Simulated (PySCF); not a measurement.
A search over the determinants of BeS

Unrestricted PBE0; basis Be 6-311G(d,p), S 6-311G(d,p); no relativity; PySCF 2.14. Outer shells of the fragments: Be 2s2; S 3s2 3p4.

Followed along the bond (rough minima from three points):

```csv
2Ms+1,unpaired,⟨S²⟩ at the start,R at minimum (Å),Te (eV)
1,none,0.00,1.74,0.00
3,"σ ↑, π ↑",2.00,1.92,0.67
1,"σ ↑, π ↓",1.01,1.92,0.71
```

Solutions found at the starting distance of 1.945 Å, counted from the lowest of them; the search is not exhaustive and high or unbound solutions are not listed, so other states can lie among these:

```json
{"2Ms+1": "1", "unpaired": "none", "term": "¹Σ⁺", "E (eV)": "0.00", "⟨S²⟩": "0.00", "⟨Lz²⟩": "0.00", "μ (D)": "-5.96"}
{"2Ms+1": "3", "unpaired": "σ ↑, π ↑", "term": "³Π", "E (eV)": "0.25", "⟨S²⟩": "2.00", "⟨Lz²⟩": "1.01", "μ (D)": "-0.90"}
{"2Ms+1": "1", "unpaired": "σ ↑, π ↓", "term": "mixed", "E (eV)": "0.30", "⟨S²⟩": "1.01", "⟨Lz²⟩": "1.01", "μ (D)": "-0.89"}
{"2Ms+1": "3", "unpaired": "σ ↑↑", "term": "³Σ⁺", "E (eV)": "2.02", "⟨S²⟩": "2.01", "⟨Lz²⟩": "0.00", "μ (D)": "-0.73"}
{"2Ms+1": "3", "unpaired": "π ↑↑", "term": "mixed", "E (eV)": "3.10", "⟨S²⟩": "2.02", "⟨Lz²⟩": "2.01", "μ (D)": "-2.84"}
{"2Ms+1": "3", "unpaired": "π ↑↑", "term": "mixed", "E (eV)": "3.38", "⟨S²⟩": "2.02", "⟨Lz²⟩": "2.01", "μ (D)": "-2.96"}
{"2Ms+1": "1", "unpaired": "π ↑↓", "term": "mixed", "E (eV)": "3.40", "⟨S²⟩": "1.03", "⟨Lz²⟩": "2.01", "μ (D)": "-2.94"}
{"2Ms+1": "1", "unpaired": "π ↑↓", "term": "mixed", "E (eV)": "4.88", "⟨S²⟩": "1.01", "⟨Lz²⟩": "2.01", "μ (D)": "5.60"}
{"2Ms+1": "3", "unpaired": "σ ↑, π ↑", "term": "³Π", "E (eV)": "5.11", "⟨S²⟩": "2.01", "⟨Lz²⟩": "1.00", "μ (D)": "-3.16"}
{"2Ms+1": "1", "unpaired": "none", "term": "mixed", "E (eV)": "6.29", "⟨S²⟩": "0.00", "⟨Lz²⟩": "2.00", "μ (D)": "5.62"}
```

A term symbol is given only where ⟨S²⟩ and ⟨Lz²⟩ are close to those of a pure state; real π, δ and φ orbitals otherwise mix terms. A positive dipole means Be(−)S(+).

Question: Compare the gap between the two lowest followed solutions at the starting distance with the gap between their minima.

Answer: At PBE0 the second solution (triplet, unpaired electrons σ ↑, π ↑) lies +0.25 eV from the first (singlet, closed shell) at 1.945 Å and +0.67 eV at the minima; the two curves relax by different amounts, since their minima lie near 1.92 and 1.74 Å.

Counting both spins, an empty level lies below a filled one in some of these solutions, because spin and occupation are held.
